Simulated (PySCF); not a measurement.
Bond curve of LiHg⁺

Set-up: basis Li cc-pVDZ, Hg cc-pVDZ-PP with ECP60; scalar-relativistic core potentials; PySCF 2.14. Energies in eV from Li⁺ + Hg in their ground configurations at the same level. State: ¹Σ⁺ (singlet), closed shell.

```
R (Å)     MN15      PBE  RHF-CCSD(T)   r²SCAN
2.332  -0.3159  -0.3690               -0.3264
2.441  -0.4246  -0.4690      -0.4755  -0.4275
2.549  -0.4856  -0.5220      -0.5307  -0.4820
2.631  -0.5089  -0.5399      -0.5514  -0.5013
2.712  -0.5182  -0.5442      -0.5585  -0.5071
2.793  -0.5170  -0.5385      -0.5551  -0.5030
2.902  -0.5037  -0.5199      -0.5384  -0.4866
3.037  -0.4747  -0.4854      -0.5048  -0.4547
3.200  -0.4300  -0.4357      -0.4545  -0.4082
3.417  -0.3651  -0.3665               -0.3430
```

**Question.** Put a parabola through the three lowest points of the MN15 curve and estimate Re, k and ωe (reduced mass 6.78 u; 1 eV/Å² = 0.16022 mdyn/Å; ωe = 1302.8·√(k/μ) cm⁻¹).

**Answer.** Through R = 2.631, 2.712, 2.793 Å the second-order coefficient is 0.800 eV/Å², so Re ≈ 2.743 Å, k ≈ 0.256 mdyn/Å and ωe ≈ 253 cm⁻¹. A polynomial fit of higher order to the unrounded MN15 energies gives Re = 2.741 Å, k = 0.227 mdyn/Å, ωe = 239 cm⁻¹; anharmonicity and rounding make the difference.

The higher-order fit for each curve: MN15: Re = 2.741 Å, ωe = 239 cm⁻¹, De = 0.52 eV; PBE: Re = 2.702 Å, ωe = 251 cm⁻¹, De = 0.54 eV; RHF-CCSD(T): Re = 2.723 Å, ωe = 248 cm⁻¹, De = 0.56 eV; r²SCAN: Re = 2.715 Å, ωe = 243 cm⁻¹, De = 0.51 eV.

Correlated steps freeze no core orbitals. Closed-shell solutions of metal pairs were not tested for spin polarisation, which can lower them a little. Correlated levels converge slowly with the basis: in double zeta they bind strong bonds too weakly, by up to about 1 eV, and carry superposition errors of some tenths. Spin–orbit coupling is left out. For an ion De counts to the pair picked by the measured ionisation energies or electron affinities, which need not be the lowest pair at this level.
